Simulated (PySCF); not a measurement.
AlCl, SMILES [Cl][Al] (connectivity only; charge and spin as stated), neutral, multiplicity 1.

Geometry: PBE-D3(BJ)/def2-TZVPD.

Calculation: PBE-D3(BJ)/def2-TZVPD (PySCF 2.14.0).

Frequencies are harmonic and unscaled.

```json
[
 {"mode": "1", "ν (cm⁻¹)": "454", "IR (km/mol)": "115.0", "moving atoms (share of kinetic energy)": "Al 57 %, Cl 43 %"}
]
```
